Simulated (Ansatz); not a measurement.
`CB(C)S` + `O[SiH3]` → `CB(C)O[SiH3]` + H₂S at 400 K and 1 bar (ligand exchange at a B–S bond).

Computed with Ansatz on PBE0-D4/def2-TZVP structures; ΔE is electronic, products minus reactants. CCSD(T)/CBS is the MP2 limit (def2-TZVPP, def2-QZVPP) plus CCSD(T) − MP2 in def2-TZVPP, frozen cores. This one scheme is used for every species. Each species was taken in one conformer, which may not be the lowest.

| species | CCSD(T)/CBS energy (Eh) | H − E (kJ/mol) | S (J/(mol·K)) |
| --- | --- | --- | --- |
| `CB(C)S` | -502.93918 | 259.5 | 360.5 |
| `O[SiH3]` | -366.69042 | 120.0 | 276.4 |
| `CB(C)O[SiH3]` | -470.67451 | 320.5 | 421.6 |
| H₂S | -398.97279 | 53.4 | 215.9 |

H − E and S are ideal-gas, rigid-rotor, harmonic terms from PBE0-D4/def2-TZVP, for one conformer and one mirror image of each species. 1 Eh = 2625.50 kJ/mol, R = 8.31446 J/(mol·K).

By hand: ΔE, ΔH, ΔS and ΔG.

ΔE = (-470.67451) + (-398.97279) − (-502.93918) − (-366.69042) = -0.01770 Eh = -46.5 kJ/mol. Δ(H − E) = 320.5 + 53.4 − 259.5 − 120.0 = -5.6, so ΔH = -52.1 kJ/mol. ΔS = 421.6 + 215.9 − 360.5 − 276.4 = 0.6 J/(mol·K). ΔG = -52.1 − 400 × (0.6)/1000 = -52.3 kJ/mol.

By hand: the equilibrium constant, and the temperature at which ΔG would vanish if ΔH and ΔS stayed fixed.

log₁₀ K = −ΔG/(RT ln 10) = 6.8. ΔH and −TΔS have one sign here, so there is no such temperature.

The number of gas molecules stays the same, so ΔS is small and ΔH decides. A doubt of 5 kJ/mol in ΔE shifts log₁₀ K by 0.7 here. Other conformers and mirror images would add mixing entropy, several J/(mol·K) or more a flexible species. Modes under 60 cm⁻¹, often nearly free rotors, make the harmonic entropy too high. These are equilibria of isolated gas molecules and say nothing of rates. Largest T1 diagnostic: 0.012 (customary marks: 0.02 for closed shells, 0.045 for open ones).

ΔS is within the doubt of such terms, so its sign, and with it that verdict, could turn.
